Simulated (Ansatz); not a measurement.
A nudged elastic band was laid between two geometries of C2H6S2Si (11 atoms, charge 0, multiplicity 1).

Theory: Ansatz, RKS PBE0-D4/def2-SVP.

```yaml
movable_images: 5
climbing_image: yes
spring: 5.0 eV/Å²
optimiser: lbfgs
start_path: through a guess of the saddle point
force_threshold: 0.05 eV/Å
iteration_limit: 60
end_points: relaxed
largest_step: 0.02 Å
```

First end point:

```xyz
11
Properties=species:S:1:pos:R:3
C -0.684 1.331 0.977
Si 0.744 0.320 0.318
C 0.048 -1.160 -0.672
S -1.126 -2.072 0.008
S 0.762 -1.415 -2.227
H -1.251 1.785 0.151
H -0.325 2.134 1.638
H -1.360 0.675 1.545
H 1.573 -0.260 1.416
H 1.632 1.128 -0.576
H 0.052 -2.524 -2.558
```

Last end point:

```xyz
11
Properties=species:S:1:pos:R:3
C -0.712 1.362 0.713
Si 0.763 0.214 0.542
C 0.442 -1.193 -0.712
S 1.637 -2.272 -0.983
S -1.122 -1.194 -1.461
H -0.958 1.842 -0.247
H -0.491 2.158 1.442
H -1.602 0.818 1.065
H 1.081 -0.446 1.842
H 1.962 0.951 0.049
H -0.934 -2.297 -2.230
```

(1) What changes between the two ends?

(2) Give the energies along the band, and the barrier.

(3) What is the geometry of the highest image?

Answers

(1) No bond is made or broken. The dihedral C1–Si2–C3–S5 goes from 132 to -1°.

(2) The run converged. The highest image is number 3 of 0 to 6, 7.0 kJ/mol above the first end and 3.2 kJ/mol above the last; the last end lies 3.8 kJ/mol above the first. Another band between the same ends (5 images) ends at a top of the same energy, where a vibrational analysis finds 1 clearly imaginary mode.

| image | path coordinate (Å) | energy (kJ/mol) | dihedral C1–Si2–C3–S5 (°) |
| --- | --- | --- | --- |
| 0 | 0.00 | 0.0 | 132 |
| 1 | 0.91 | 2.0 | 105 |
| 2 | 1.82 | 6.0 | 79 |
| 3 | 2.73 | 7.0 | 52 |
| 4 | 3.33 | 5.7 | 35 |
| 5 | 3.93 | 4.3 | 17 |
| 6 | 4.52 | 3.8 | -1 |

(3) 
```xyz
11
Properties=species:S:1:pos:R:3:forces:R:3
C -0.699 1.375 0.749 0.00 -0.01 0.00
Si 0.764 0.225 0.507 0.00 0.00 0.01
C 0.297 -1.275 -0.587 0.01 -0.03 0.02
S 0.622 -2.791 -0.070 0.00 0.01 0.00
S -0.451 -0.888 -2.106 0.00 0.02 0.02
H -1.049 1.800 -0.204 0.00 -0.01 -0.02
H -0.410 2.209 1.409 -0.01 0.00 -0.01
H -1.537 0.841 1.222 0.00 0.00 -0.01
H 1.233 -0.333 1.803 0.01 0.01 0.01
H 1.885 0.950 -0.169 -0.01 -0.02 -0.02
H -0.590 -2.169 -2.534 -0.01 0.03 -0.01
```

Time of the run: 11 min on 2 threads of Arm Neoverse V1 (shared host), peak memory 0.27 GiB.
